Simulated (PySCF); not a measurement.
C₄H₈Si₂, SMILES [SiH3]C1=CC=C[SiH2]1.

Geometry: r2SCAN-D4/def2-SVP. The structure was generated by enumeration, and PubChem lists no compound with its InChIKey, so it may never have been made.

Two levels are set side by side: TDA-PBE/def2-SVPD (PySCF) and TDA-B3LYP/def2-SVPD (PySCF). Vertical, same geometry. The lowest singlet is HOMO→LUMO 90 % with PBE and HOMO→LUMO 93 % with the other functional; states are paired by order. Differences are taken from unrounded values.

| quantity | TDA-B3LYP |
|---|---|
| lowest singlet excitation (eV) | 4.49 |
| lowest triplet excitation (TDA) (eV) | 2.58 |
| first bright state (f over 0.05) (eV) | 4.49 |
| its oscillator strength | 0.17 |

Question: What does TDA-PBE give, and how far is it from TDA-B3LYP? (An estimate is asked for; the answer gives what the named calculation found.)

Answer: 
```
quantity                               TDA-PBE  TDA-PBE minus TDA-B3LYP
-------------------------------------  -------  -----------------------
lowest singlet excitation (eV)            4.36                    -0.13
lowest triplet excitation (TDA) (eV)      2.59                     0.01
first bright state (f over 0.05) (eV)     4.36                    -0.13
its oscillator strength                   0.17                     0.00
```

Rough cost on one machine, each run with all the roots and properties that it gave: TDA-B3LYP against TDA-PBE within a factor of 2.
